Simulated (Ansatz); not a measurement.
Isomers of MoO4H2 (singlet), relaxed with PBE-D4/def2-SVP; total energies from Ansatz at CCSD(T)/def2-TZVP.

```tsv
isomer	description	energy (Eh)
A	point group not assigned; 4 × Mo–O 1.68 to 1.94 Å; 1 × O–O 1.43 Å; 1 × H–Mo 1.69 Å; 1 × H–O 0.98 Å	-369.69927
B	point group not assigned; 3 × Mo–O 1.69 to 1.91 Å; 1 × O–O 1.43 Å; 1 × H–Mo 1.72 Å; 1 × H–O 0.98 Å	-369.68239
C	point group C2; 4 × Mo–O 1.88 to 1.96 Å; 2 × O–O 1.41 Å; 2 × H–Mo 1.67 Å	-369.52252
```

In the def2 sets Mo takes a core potential; there is no spin–orbit coupling. Correlated methods freeze 4 core orbitals; core or outer-core shells of Mo are correlated, in sets that lack core-valence functions.

The isomers come from a short search, and lower ones may exist.

Q: Work out the relative energies (1 Eh = 2625.5 kJ/mol) and the Boltzmann populations at 1200 K from electronic energies alone (R = 8.314 J/mol/K).

A: ΔE: A 0.0, B 44.3, C 464.1 kJ/mol. RT = 9.98 kJ/mol. Factors exp(−ΔE/RT): A 1, B 0.0118, C 6.37e-21; sum 1.012. Populations: A 98.8 %, B 1.2 %, C 0.0 %. Zero-point energy, vibrational entropy and symmetry numbers are left out and can shift these; an error of 4 kJ/mol changes a ratio by a factor of 1.5. Over the other density-functional and correlated levels in def2 sets, the gap between A and B ranges from 46 to 74 kJ/mol.
